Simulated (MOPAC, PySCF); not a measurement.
I3In, SMILES `[I][In]([I])[I]`, neutral singlet in the gas phase. 

Cartesian coordinates (Å):
SMILES: [I][In]([I])[I]
```xyz
4

I      2.3258    -0.9977    -0.8029
In     0.0000     0.0000     0.0000
I     -1.9024    -1.6219     0.8943
I     -0.4233     2.6195    -0.0914
```
Charge 0, multiplicity 1.

All levels are single points at this geometry (PBE0-D3(BJ)/def2-SVP); Pople sets use spherical d functions. Orbital energies aren't observables, and empty levels follow the basis.

ωB97X-D3(BJ)/def2-TZVP in PySCF gives dipole (D) = 0.00.

Q: Estimate the dipole (D) from each of these levels: PBE-D3(BJ)/def2-TZVP in PySCF; BP86/6-31G* (LANL2DZ on I, In) in PySCF; M06-2X/6-31G* (LANL2DZ on I, In) in PySCF; PM3 in MOPAC; PM7 in MOPAC.

A: 
```json
[
 {"level": "PBE-D3(BJ)/def2-TZVP in PySCF", "dipole (D)": "0.00"},
 {"level": "BP86/6-31G* (LANL2DZ on I, In) in PySCF", "dipole (D)": "0.00"},
 {"level": "M06-2X/6-31G* (LANL2DZ on I, In) in PySCF", "dipole (D)": "0.00"},
 {"level": "PM3 in MOPAC", "dipole (D)": "0.00"},
 {"level": "PM7 in MOPAC", "dipole (D)": "0.00"}
]
```
